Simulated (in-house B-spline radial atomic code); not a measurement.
The numbers below are computed, except where a source is named.
Sb ion on Ti atom: potential, deflection and energy transfer

The pair potential comes from two frozen, spherical free-atom densities (PBE, B-spline radial code, scalar-relativistic past argon): electrostatics plus the change in Thomas-Fermi kinetic and Dirac exchange energy where they overlap, the recipe behind the universal ZBL potential, which averages such potentials (from solid-state densities) over many pairs. It is written V = (Z1 Z2 e²/r) φ(r/a), with e² = 14.3996 eV·Å and a = 0.46850 Å/(Z1^0.23 + Z2^0.23); ZBL's fit is φ = 0.18175 e^(−3.1998x) + 0.50986 e^(−0.94229x) + 0.28022 e^(−0.4029x) + 0.02817 e^(−0.20162x). Where φ falls below 4e-4 it is continued as an exponential.

Masses 121.76 and 47.87 u.

| x = r/a | φ, this pair | φ, ZBL |
| --- | --- | --- |
| 0.1 | 0.8882 | 0.8928 |
| 0.5 | 0.6152 | 0.6096 |
| 1.5 | 0.3055 | 0.2995 |
| 3 | 0.1359 | 0.1292 |
| 5 | 0.0571 | 0.05224 |
| 8 | 0.01881 | 0.01705 |
| 12 | 0.005421 | 0.00474 |
| 17 | 0.00135 | 0.001212 |

At x = 5 the electrostatic, kinetic and exchange parts are 33.31, 1883.19 and -141.96 eV. Find r, V and φ.

a = 0.46850/(2.4703 + 2.0359) = 0.10397 Å, so r = 0.51984 Å. V = 33.31 + 1883.19 + (-141.96) = 1774.54 eV. The bare repulsion is 51 × 22 × 14.3996/0.51984 = 31079 eV, so φ = 0.0571, +9.3 % against ZBL's 0.0522. The kinetic (Pauli) term is 106 % of V here, as the other two terms together attract.

The ion comes in at 550.7 keV with impact parameter 0.2079 Å. The scattering integral gives a centre-of-mass angle of 10.03° and a closest approach of 2.11 a. What are the reduced energy, the energy passed on and the laboratory angles?

ε = E a M2/(Z1 Z2 e² (M1 + M2)) = 550700 × 1.8160e-06 = 1. The most that one collision can pass on is γE with γ = 4 M1 M2/(M1 + M2)² = 0.8103. Here T = γE sin²(θ/2) = 0.8103 × 550700 × 0.007645 = 3411 eV. The ion turns by arctan(sin θ/(cos θ + M1/M2)) = 2.8°, and the struck atom leaves at (180° − θ)/2 = 85.0°. The closest approach is 0.219 Å. With ZBL the angle would be 9.88° and T = 3307 eV.
